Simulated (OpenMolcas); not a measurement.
Computed levels of 5d2 in ions with 70 electrons, in cm-1 above 3F2.

```
Program             : OpenMolcas
Method              : SS-CASPT2, IPEA 0.25 Eh, imaginary shift 0.1 Eh
Basis               : ANO-RCC-VTZP
Scalar Hamiltonian  : DKH2, point nucleus
Spin-orbit coupling : RASSI with atomic mean-field integrals over the reference wave functions, term energies averaged over their components
```

Active space for each ion: 2 electrons in 10 orbitals (5d 6d); closed shells correlated by CASPT2: 5s 5p.

```tsv
Level	Hf2+	Ta3+	W4+	Os6+	Ir7+
3F3	3140	4870	6500	10650	13130
3F4	6160	9080	11940	18610	22390
3P0	9790	11890	13590	16560	18050
3P1	11350	14430	17190	23020	26270
3P2	14640	18540	23380	33940	39990
1G4	15110	19510	23420	32280	37560
1S0	30030	36390	44470	58650	66450
```

Problem. Estimate 3F4, 3P0, 3P1 for Re5+ from its neighbours W4+ and Os6+.

Solution. 3F4 is fine structure, which grows about as the fourth power of a screened charge, so the fourth roots are averaged: ((11940^0.25 + 18610^0.25) / 2)^4 = 14998. The calculation gives 15010, so the estimate is off by -0.1 %.
3P0 is another term, which grows about linearly with the charge: (13590 + 16560) / 2 = 15075. The calculation gives 14990, so the estimate is off by +0.6 %.
3P1 is another term, which grows about linearly with the charge: (17190 + 23020) / 2 = 20105. The calculation gives 19820, so the estimate is off by +1.4 %.

Mixed levels, with the weight of the term that names them: Hf2+ 3P2 (66 %), W4+ 3P2 (68 %), Re5+ 3P2 (63 %), Os6+ 3P2 (60 %), Ir7+ 3P2 (57 %).

CASPT2 breaks the degeneracy within a term, and the mean is taken; among the terms shown or strongly mixed into the levels shown the widest spread is 570 cm-1 (5d2 1G, W4+). Active for correlation alone: 6d; no level in the range computed is led by a configuration that fills it, so any true level of that kind is missing. Levels of configurations outside the active space are missing.
